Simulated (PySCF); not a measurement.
Job file and geometry (Å, from GFN2-xTB) of an NMR shielding run on SMILES CC(=O)[C@@H]1C[C@@]1([SiH3])C[SiH3], C6H14OSi2, GIAO PBE0/pcSseg-1 NMR shielding, non-relativistic, gas phase in PySCF; density fitting, a coarse starting grid and PySCF grid level 2 are the driver's defaults:

```
$ OMP_NUM_THREADS=1 python probes_run.py task.json out

{"job": {"kind": "nmr", "xc": "PBE0", "basis": "pcSseg-1"}, "charge": 0, "multiplicity": 1}
C     -3.043352     0.509864     0.057816
C     -1.667780     0.386461     0.656991
O     -1.288471     1.111876     1.559513
C     -0.788625    -0.629439     0.089961
C     -0.059002    -1.545156     1.056206
C      0.694119    -0.458036     0.379894
Si     1.168100     1.028847     1.470574
C      1.627615    -0.834774    -0.744951
Si     1.633823     0.415424    -2.179614
H     -3.622120     1.261103     0.588563
H     -2.951533     0.796246    -0.988614
H     -3.554671    -0.449675     0.101197
H     -1.097604    -1.067664    -0.851683
H     -0.305389    -1.441233     2.103038
H      0.072985    -2.570944     0.735883
H      2.645787     1.009514     1.356250
H      0.763751     2.309168     0.901999
H      0.886100     0.789910     2.879325
H      1.359786    -1.823618    -1.132371
H      2.639102    -0.925813    -0.343690
H      2.122144     1.716810    -1.733629
H      0.270467     0.551622    -2.707198
H      2.490014    -0.113507    -3.245381
```

**Question.** Write the output of this run.

**Answer.** 
```
coarse grid: 19536 points
cycle   1  E = -890.3746840174  dE =  1.102e+00  |g| = 7.792e-01  |ddm| = 4.272e+00
cycle   2  E = -890.0378320225  dE =  3.369e-01  |g| = 1.534e+00  |ddm| = 2.287e+00
cycle   3  E = -890.4929350061  dE = -4.551e-01  |g| = 1.887e-01  |ddm| = 1.762e+00
cycle   4  E = -890.5003421686  dE = -7.407e-03  |g| = 6.442e-02  |ddm| = 2.219e-01
cycle   5  E = -890.5012800073  dE = -9.378e-04  |g| = 1.927e-02  |ddm| = 8.466e-02
cycle   6  E = -890.5013676518  dE = -8.764e-05  |g| = 5.140e-03  |ddm| = 2.482e-02
cycle   7  E = -890.5013736985  dE = -6.047e-06  |g| = 1.009e-03  |ddm| = 5.846e-03
final grid: 177520 points
cycle   8  E = -890.5645388579  dE = -3.878e-05  |g| = 1.276e-02  |ddm| = 4.383e-02
cycle   9  E = -890.5644556484  dE =  8.321e-05  |g| = 2.421e-02  |ddm| = 3.141e-02
cycle  10  E = -890.5645722267  dE = -1.166e-04  |g| = 2.530e-03  |ddm| = 2.180e-02
cycle  11  E = -890.5645735611  dE = -1.334e-06  |g| = 2.964e-04  |ddm| = 2.433e-03
cycle  12  E = -890.5645735776  dE = -1.643e-08  |g| = 1.725e-04  |ddm| = 5.912e-04
cycle  13  E = -890.5645735849  dE = -7.278e-09  |g| = 2.996e-05  |ddm| = 1.965e-04
cycle  14  E = -890.5645735851  dE = -2.069e-10  |g| = 8.540e-06  |ddm| = 4.510e-05
converged SCF energy = -890.5645735851

GIAO shielding tensors (ppm)
atom      isotropic    diamagn.    paramagn.     s11        s22        s33       span
  0 C      154.343     252.038     -97.695    133.709    137.001    192.320     58.611
  1 C      -30.762     252.583    -283.345   -107.553    -90.567    105.834    213.386
  2 O     -254.972     406.588    -661.560   -721.306   -364.214    320.604   1041.910
  3 C      151.334     257.376    -106.042    106.960    139.900    207.142    100.182
  4 C      149.625     255.183    -105.559    125.328    147.904    175.642     50.313
  5 C      167.217     258.142     -90.926    128.128    173.412    200.111     71.983
  6 Si     409.981     880.338    -470.356    358.421    390.959    480.564    122.142
  7 C      165.718     248.285     -82.567    140.401    162.587    194.167     53.766
  8 Si     424.744     880.278    -455.534    395.567    412.811    465.854     70.286
  9 H       29.515      28.146       1.369     25.558     27.516     35.472      9.914
 10 H       29.214      30.531      -1.317     25.763     29.169     32.711      6.947
 11 H       29.235      28.988       0.247     25.503     28.862     33.340      7.837
 12 H       30.093      36.907      -6.814     24.968     30.113     35.198     10.231
 13 H       30.736      34.074      -3.338     24.975     28.338     38.896     13.921
 14 H       30.485      33.981      -3.496     25.489     27.465     38.500     13.011
 15 H       27.710      30.513      -2.802     24.003     26.649     32.479      8.476
 16 H       27.469      30.838      -3.369     24.618     25.741     32.047      7.429
 17 H       27.426      30.338      -2.913     23.778     25.283     33.217      9.439
 18 H       31.504      32.148      -0.644     26.111     30.212     38.189     12.078
 19 H       29.906      30.538      -0.632     24.965     28.046     36.706     11.741
 20 H       27.789      29.738      -1.950     23.920     26.987     32.458      8.538
 21 H       28.121      30.831      -2.710     23.960     28.091     32.311      8.352
 22 H       27.940      28.845      -0.905     24.365     25.056     34.401     10.036
```

**Question.** Turn these shieldings into chemical shifts. Chemical shifts δ = σref − σ; 13C (σ = 186.93 ppm) and 29Si (σ = 349.16 ppm) and 1H (σ = 31.72 ppm) vs TMS; H2O for 17O (σ = 336.08 ppm), all at this level.

**Answer.** Averaging equivalent atoms: C 1: 217.7; C 4: 37.3; C 3: 35.6; C 0: 32.6; C 7: 21.2; C 5: 19.7; O 2: 591.1; Si 6: -60.8; Si 8: -75.6; H 15/16/17: 4.18; H 20/21/22: 3.77; H 9/10/11: 2.40; H 19: 1.81; H 12: 1.62; H 14: 1.23; H 13: 0.98; H 18: 0.21 ppm. Unscaled 17O shifts of doubly bonded oxygen tend to come out too high, by tens of ppm or more. Experimental scales use liquid or dissolved standards, which lie at an offset from isolated H2O (liquid H2O: subtract about 36 ppm).

Size and cost of the density-fitted run: 237 basis functions, 100 s wall time on 1 thread of an Arm Neoverse N1, shared host; peak memory 1.1 GiB.
